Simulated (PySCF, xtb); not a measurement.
B(Cl)(Me)2 (C₂H₆BCl), SMILES CB(Cl)C.

Coordinates come from a B3LYP-D3(BJ)/def2-SVP optimisation.

The numbers are results of C-PCM-M06-2X/def2-SVP in PySCF 2.14.0, not measurements.

The values are the electrostatic part of the solvation free energy, E(continuum) − E(gas) at the gas-phase geometry, in a cavity of scaled van der Waals radii (PySCF's table); cavitation and dispersion terms are not included. In vacuum the orbital gap is 9.86 eV. The dipole moment in vacuum is 1.60 D.

### Question
Estimate the values in water (ε = 78.36), ethylethanoate (ε = 5.99), dimethylsulfoxide (ε = 46.83). (Estimate from the structure and the level; the computed values follow.)

### Answer

```tsv
solvent	ε	ΔG(elec) (kcal/mol)	dipole (D)	gap (eV)
water	78.36	-1.7	2.07	10.03
ethylethanoate	5.99	-1.4	1.98	10.00
dimethylsulfoxide	46.83	-1.7	2.06	10.03
```

For comparison, GFN2-xTB/ALPB(water) (xtb, at the GFN2-xTB geometry, all terms of that model) gives -1.6 kcal/mol.
